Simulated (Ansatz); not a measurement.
Relaxation of CH₈Si₂Te (12 atoms, charge 0, multiplicity 1), to a largest force component of 0.015 eV/Å in at most 40 steps.

All numbers below come from Ansatz, RKS r2SCAN-D4/def2-SVP.

```xyz
12
Properties=species:S:1:pos:R:3
Si -0.867 1.304 -0.603
C -0.465 -0.358 -0.003
Si 1.117 -0.272 0.926
Te -0.175 -1.670 -1.675
H -2.183 1.272 -1.371
H -1.066 2.275 0.529
H 0.169 1.852 -1.502
H -1.223 -0.714 0.662
H 2.218 0.238 0.096
H 1.005 0.638 2.109
H 1.490 -1.615 1.446
H 0.057 -3.005 -0.580
```

Problem. Where does it end, and by what steps?

Solution. It converged. The force dipped under the threshold on the way, but the program's further checks kept it going. After 17 steps the energy has fallen by 0.270 eV; H12 moved furthest, 0.68 Å.

```csv
step,energy less start (eV),largest force component (eV/Å),accepted
0,0.0000,1.620,yes
1,-0.1633,1.069,yes
2,-0.2482,0.381,yes
3,-0.2604,0.169,yes
4,-0.2629,0.020,yes
5,-0.2634,0.012,yes
6,-0.2581,0.312,no
7,-0.2648,0.078,yes
8,-0.2636,0.230,no
9,-0.2662,0.033,yes
10,-0.2671,0.037,yes
11,-0.2678,0.088,yes
12,-0.2683,0.077,yes
13,-0.2694,0.055,yes
14,-0.2698,0.026,yes
15,-0.2701,0.013,yes
16,-0.2702,0.011,yes
17,-0.2703,0.005,yes
```

```xyz
12
Properties=species:S:1:pos:R:3
Si -0.932 1.370 -0.643
C -0.519 -0.323 0.088
Si 1.142 -0.352 0.983
Te -0.556 -1.801 -1.532
H -2.141 1.283 -1.518
H -1.214 2.331 0.468
H 0.218 1.871 -1.452
H -1.313 -0.610 0.799
H 2.241 -0.030 0.027
H 1.134 0.663 2.083
H 1.387 -1.701 1.576
H 0.630 -2.757 -0.845
```

The run took 28 s on 2 threads of AMD EPYC 9R45 96-Core Processor (Zen 5), on a shared host, peak memory 0.21 GiB.
